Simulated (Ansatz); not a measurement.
Reaction (cleavage of the B–Ge bond): `B[BH][GeH3]` + `C[SiH](O)F` → `BBO[SiH](C)F` + GeH₄

Isolated molecules relaxed with PBE0-D4/def2-TZVP in Ansatz; ΔE leaves out vibrations. CCSD(T)/CBS is the MP2 limit (def2-TZVPP, def2-QZVPP) plus CCSD(T) − MP2 in def2-TZVPP, frozen cores. DFT in def2-TZVPP. HSE06 is defined as in plane-wave codes. For Ge outer-core shells are correlated without core-valence functions, which leaves a few kJ/mol of doubt a bond. Scalar relativity is left out up to krypton. Each species was taken in one conformer, which may not be the lowest.

```csv
level,ΔE (kJ/mol),difference from CCSD(T)/CBS
revPBE-D4,-96.3,13.8
r2SCAN0-D4,-107.8,2.3
PBE-QIDH,-110.4,-0.3
revPBE,-94.1,16.0
HSE06,-101.8,8.3
LC-ωPBE,-111.6,-1.5
RPA@PBE/def2-TZVPP,-118.0,-7.9
MP2/def2-SVP,-142.0,-31.9
CCSD(T)/def2-TZVPP,-113.8,-3.7
MP2/def2-QZVPP,-113.4,-3.3
CCSD(T)/CBS,-110.1,0
```

**Question.** What do rigid-rotor, harmonic-oscillator terms from PBE0-D4/def2-TZVP frequencies (298.15 K, 1 bar) make of the CCSD(T)/CBS value? (Estimate.)

**Answer.** Ansatz gave: ΔZPE = -3.6 kJ/mol, ΔH = -113.6 kJ/mol, ΔS = -32 J/(mol·K), ΔG = -104.1 kJ/mol. Modes under 50 cm⁻¹ make the entropy rough.

Largest T1 diagnostic among the species: 0.013.

Leaving LDA and LC-ωPBE aside and taking each functional with its dispersion term where it has one, the values, not all of them listed here, spread over 27.1 kJ/mol, from BHLYP-D4 to PBE-D4. From BLYP to BHLYP (50 % exact exchange), in def2-TZVPP and without D4, ΔE moves by −14.7 kJ/mol. At CCSD(T), def2-SVP lies −31.3 kJ/mol from the extrapolated value and def2-TZVPP −3.7 kJ/mol.
